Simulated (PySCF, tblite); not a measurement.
Species: C₇H₁₀O.
Z-matrix (Å and degrees, GFN2-xTB geometry), rows numbered from 1:
```
C 
C   1  1.3265
C   2  1.5077  1  123.13
C   3  1.4710  2  110.84  1    97.45
C   4  1.2980  3  152.78  2    -0.14
C   4  1.5021  3  142.73  2  -179.83
O   2  1.3624  1  126.55  3   178.68
C   7  1.4050  2  117.86  1    -3.60
H   1  1.0734  2  120.03  3     1.00
H   1  1.0741  2  123.61  3  -178.91
H   3  1.0944  2  109.12  1  -142.89
H   3  1.0927  2  110.44  1   -23.87
H   5  1.0611  4  151.51  6  -179.56
H   6  1.0857  4  119.66  5  -105.87
H   6  1.0854  4  119.78  5   105.90
H   8  1.0885  7  106.03  2  -176.90
H   8  1.0948  7  111.32  2    64.12
H   8  1.0943  7  111.20  2   -57.89
```

Computed, not measured: PBE0/pcSseg-1 in PySCF (dipole) on a GFN2-xTB geometry, gas phase.

Masses are those of the commonest isotopes; rigid-rotor values at the optimised geometry. The values belong to one conformer with, in the numbering `[CH2:1]=[C:2]([CH2:3][C:4]1=[CH:5][CH2:6]1)[O:7][CH3:8]`, C1–C2–C3–C4 97°, C2–C3–C4–C5 0°, C1–C2–O7–C8 -4°.

(1) What are A, B and C (cm⁻¹)?

(2) Classify the top.

(3) What does the inertial defect say?

(4) Predict some low-J microwave lines.

(5) Estimate the classical rotational partition function at 50 K, 100 K and 500 K.

Answers

(1) Ia = 119.97, Ib = 432.61, Ic = 473.57 u·Å²; 505379 MHz·u·Å²/I gives 4212, 1168 and 1067 MHz, that is A = 0.14051, B = 0.03897, C = 0.03560 cm⁻¹.

(2) A near-prolate asymmetric top. Ray's parameter κ = (2B − A − C)/(A − C) = -0.936; −1 is the prolate and +1 the oblate limit.

(3) Not planar: Δ = Ic − Ia − Ib = -79.01 u·Å². For a rigid frame Δ = −2 Σ m c², so Σ m c² = 39.50 u·Å² lies off the ab plane: 11.89 from hydrogen and 27.61 from heavier atoms. The atom farthest from that plane is 1.83 Å away.

(4) The dipole components are |μa| = 1.44 D, |μb| = 0.06 D, |μc| = 0.40 D. The squared components, which scale the intensities, stand as 1.00 : 0.00 : 0.08 (a : b : c). Some lines, for components of 0.1 D or more:

| type | branch | J(Ka,Kc) | MHz | lower level (cm⁻¹) |
| --- | --- | --- | --- | --- |
| a | Q | 3(1,2) ← 3(1,3) | 606 | 0.540 |
| c | Q | 3(1,3) ← 3(0,3) | 2802 | 0.447 |
| c | Q | 1(1,1) ← 1(0,1) | 3044 | 0.075 |
| a | R | 3(0,3) ← 2(0,2) | 6696 | 0.224 |
| a | R | 3(2,2) ← 2(2,1) | 6706 | 0.637 |
| a | R | 4(1,4) ← 3(1,3) | 8735 | 0.540 |
| c | R | 3(1,2) ← 2(0,2) | 10105 | 0.224 |
| c | R | 4(1,3) ← 3(0,3) | 12547 | 0.447 |
| c | Q | 4(3,2) ← 4(2,2) | 15445 | 1.160 |
| c | Q | 4(4,1) ← 4(3,1) | 21659 | 1.675 |
| c | R | 4(3,1) ← 3(2,1) | 24410 | 0.861 |

(5) Point group C1, symmetry number σ = 1; q = (√π/σ)·√((kT/h)³/(ABC)), k/h = 20836.6 MHz/K: 26000 at 50 K, 73600 at 100 K, 822000 at 500 K.

Its GFN2-xTB frequencies are all real (lowest 23 cm⁻¹). These are rigid-rotor constants of the computed structure; measured ground-state constants (B0) also hold zero-point vibration. A rigid rotor knows nothing of internal rotation, which can split or shift real lines.
